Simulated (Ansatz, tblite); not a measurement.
Cost and result up the ladder for `N#Cc1ccccc1-c1ccccc1C#N` (24 atoms). Charge 0, multiplicity 1. Geometry: PBE-D4/def2-SVP.

Ansatz on 4 threads of Intel Xeon 6975P-C on a shared host; xTB runs through tblite on one thread. Times are rough, summed over both states, and most runs start from the orbitals of an earlier one. PBE0-D4/def2-SVP serves as the yardstick here, not as an exact answer. The other state is a triplet.

The xTB rows come from tblite.

xTB has no spin-polarisation term.

```
           level  functions  wall time  vertical triplet (eV)  difference from PBE0-D4/def2-SVP (eV)
        GFN2-xTB         72    0.038 s                   3.32                                  -0.23
        GFN1-xTB         80    0.044 s                   3.33                                  -0.22
 PBE-D4/def2-SVP        264       16 s                   3.37                                  -0.18
PBE0-D4/def2-SVP        264       22 s                   3.55                                   0.00
```
